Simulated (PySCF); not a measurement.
Vertical excitations of a molecule C₄H₁₂GeO₄ from TDA-LC-ωPBE/def2-SVP (PySCF 2.14.0), as energy in eV (oscillator strength): 7.66 (0.016), 7.66 (0.016), 7.66 (0.000), 7.95 (0.040), 8.62 (0.051), 8.62 (0.051). Lowest triplet (TDA): 6.95 eV. Coordinates come from a PBE-D3(BJ)/def2-SVP optimisation. The values are those of a single conformer.

Which structure fits?
A) CC[O][Ge]([OH])([O]C)[O]C
B) CC(C)(C)[O][Ge]([OH])([OH])[OH]
C) C[O][Ge]([O]C)([O]C)[O]C

C, C[O][Ge]([O]C)([O]C)[O]C
